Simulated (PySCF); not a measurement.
Coordinates in bohr (charge -1 multiplicity 2):
```
Pd    0.0000    0.0000   -1.2039
Se    3.7518    0.0000    0.7960
Se   -3.7518    0.0000    0.7960
```

Method: PySCF, UPBE0, basis Pd def2-SVPD with ECP28, Se def2-SVPD (scalar-relativistic core potentials, no spin–orbit coupling, density fitting).

This geometry of PdSe₂⁻ is a stationary point at this level.

Task: What is the point group?

Result: C2v.

Task: Is it a minimum?

Result: Yes: all harmonic wavenumbers are real, though the softest, 56 cm⁻¹, leaves little margin.

Task: Which band is strongest in the infrared?

Result: 337 cm⁻¹ (b2), 27 km/mol.

Task: What are the dipole moment and the gap between the highest occupied and lowest empty levels of either spin?

Result: 1.49 D about the centre of mass and 2.12 eV.

Only a few start shapes were tried, so a lower isomer may exist. Open d and f shells are described by one determinant, and the ground state may have another occupation or spin. The lowest empty level of this anion is unbound, so it and the gap depend on the basis.
